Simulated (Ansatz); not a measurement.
`C[SiH2]N(C)[SiH2]N(C)[SiH2]N(C)C`, relaxed as a singlet with RKS PBE-D4/def2-SVP in Ansatz, starting from the GFN2-xTB geometry. Force threshold 0.03 eV/Å.

Start:

Cartesian coordinates in Å:
```
C 1.191 4.668 -0.082
Si -0.460 3.739 -0.175
N -0.192 2.065 -0.530
C 0.985 1.670 -1.284
Si -1.437 0.860 -0.403
N -0.756 -0.509 0.404
C 0.092 -0.248 1.555
Si -1.419 -2.106 0.285
N -0.087 -3.196 0.298
C -0.271 -4.587 0.625
C 1.064 -2.979 -0.545
H 1.879 4.210 0.623
H 1.685 4.714 -1.048
H 1.022 5.689 0.245
H -1.136 3.792 1.124
H -1.296 4.380 -1.208
H 0.859 1.862 -2.354
H 1.862 2.217 -0.939
H 1.167 0.605 -1.150
H -1.851 0.409 -1.732
H -2.540 1.476 0.334
H -0.499 -0.115 2.466
H 0.775 -1.082 1.711
H 0.669 0.660 1.389
H -2.215 -2.466 1.464
H -2.246 -2.099 -0.927
H -0.483 -5.192 -0.266
H 0.634 -4.982 1.096
H -1.102 -4.692 1.316
H 0.986 -3.533 -1.489
H 1.150 -1.919 -0.772
H 1.971 -3.311 -0.030
```

```tsv
step	energy (eV)	largest force component (eV/Å)	SCF passes
1	-33593.0255	0.815	23
2	-33593.3672	0.355	20
3	-33593.4180	0.154	20
4	-33593.4318	0.118	20
5	-33593.4425	0.172	20
6	-33593.4501	0.208	19
7	-33593.4589	0.137	21
8	-33593.4706	0.086	19
9	-33593.4755	0.134	19
10	-33593.4788	0.105	21
11	-33593.4828	0.101	20
13	-33593.4870	0.088	20
15	-33593.4898	0.031	21
17	-33593.4912	0.053	20
19	-33593.4933	0.130	21
21	-33593.4939	0.163	20
23 (rejected)	-33593.4996	0.283	20
25	-33593.5058	0.079	21
27	-33593.5106	0.091	21
29	-33593.5122	0.012	22
31 (rejected)	-33593.5140	0.154	19
33	-33593.5160	0.040	21
34	-33593.5161	0.013	14
```

Force components are those of the run's own axes.

End:

```xyz
32

C     1.449    3.831    0.517
Si   -0.180    3.662   -0.425
N    -0.495    2.004   -0.938
C     0.437    1.415   -1.904
Si   -1.763    0.963   -0.310
N    -1.098   -0.383    0.609
C    -0.263   -0.045    1.770
Si   -1.415   -2.085    0.313
N     0.106   -2.945    0.208
C     0.320   -4.258    0.782
C     1.125   -2.525   -0.733
H     1.431    3.244    1.458
H     2.304    3.474   -0.094
H     1.641    4.893    0.777
H    -1.331    4.097    0.437
H    -0.100    4.540   -1.652
H     0.777    2.169   -2.650
H     1.350    0.986   -1.427
H    -0.046    0.594   -2.478
H    -2.544    0.341   -1.433
H    -2.622    1.852    0.547
H    -0.865    0.196    2.676
H     0.411   -0.890    2.022
H     0.383    0.834    1.552
H    -2.141   -2.779    1.437
H    -2.265   -2.104   -0.932
H     0.329   -5.071    0.014
H     1.298   -4.309    1.319
H    -0.478   -4.497    1.512
H     1.189   -3.190   -1.630
H     0.920   -1.494   -1.086
H     2.136   -2.519   -0.259
```

By distances, no bond broke or formed. The bond that changes most is Si8–H26, from 1.47 to 1.51 Å (atoms count from 1).

The force fell under the threshold at step 29, but the optimiser went on and released 0.004 eV more. No frequencies were taken in this run, so the end may be a saddle point.

Hardware: 4 threads of Arm Neoverse V1 on a shared host. Wall time 3.1 min.
